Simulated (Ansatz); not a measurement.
`NC(=O)[SiH3]` + `[F][AlH][NH][SiH3]` → `NC(=O)[SiH2]F` + `[AlH2][NH][SiH3]`  (redistribution)

Calculated with Ansatz (gas phase, PBE0-D4/def2-TZVP geometries, no zero-point term in ΔE). CCSD(T)/CBS is the MP2 limit (def2-TZVPP, def2-QZVPP) plus CCSD(T) − MP2 in def2-TZVPP, frozen cores. Each species was taken in one conformer, which may not be the lowest.

| species | SCS-MP2/def2-TZVPP energy (Eh) |
| --- | --- |
| `NC(=O)[SiH3]` | -459.83175 |
| `[F][AlH][NH][SiH3]` | -688.55385 |
| `NC(=O)[SiH2]F` | -559.03649 |
| `[AlH2][NH][SiH3]` | -589.32872 |

(1) Work out ΔE.

(2) What do rigid-rotor, harmonic-oscillator terms from PBE0-D4/def2-TZVP frequencies (298.15 K, 1 bar) make of the CCSD(T)/CBS value? (Best estimate.)

Largest T1 diagnostic among the species: 0.016.

## Answers

(1) ΔE = (-559.03649) + (-589.32872) − (-459.83175) − (-688.55385) = 0.02039 Eh = +0.55 eV. CCSD(T)/CBS gives +0.57 eV.

(2) Ansatz gave: ΔZPE = -0.01 eV, ΔH = +0.55 eV, ΔS = -6 J/(mol·K), ΔG = +0.57 eV.

At CCSD(T), def2-SVP lies +0.10 eV from the extrapolated value and def2-TZVPP −0.01 eV. In def2-TZVPP, CCSD(T) changes the Hartree–Fock value by +0.07 eV (the triples alone add +0.00 eV) and MP2 by +0.08 eV.
